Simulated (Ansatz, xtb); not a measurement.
System: sum formula YOCl (charge -1, doublet). The spin state was set by rule; other spins were not relaxed. 
Structure (B3LYP-D3(BJ)/def2-TZVP (Ansatz, a quantum-chemistry and plane-wave program) minimum search):
```xyz
3

Y      0.4627     0.3277    -0.2599
O     -0.5637     1.5786    -1.1608
Cl    -0.7963    -1.4948     1.1425
```
Charge -1, spin multiplicity 2.

Harmonic wavenumbers from GFN2-xTB (xtb, at its own minimum), cm⁻¹: 106, 149, 440.

Give the harmonic wavenumbers at B3LYP-D3(BJ)/def2-TZVP (Ansatz, finite differences of forces, unscaled).

129, 266, 796 cm⁻¹. Zero-point energy 1.7 kcal/mol.

From these and the geometry, give the ideal-gas thermochemistry at 298.15 K and 1 atm (rigid rotor, harmonic oscillator).

Point group Cs, rotational symmetry number 1. Rotational constants 16.61, 2.313, 2.03 GHz. S(trans) 40.73, S(rot) 25.82, S(vib) 4.80, S(elec, spin only) 1.38, S 72.7 cal/(mol K). H(298) - H(0) 3.14 kcal/mol; G - E(el) -16.8 kcal/mol.
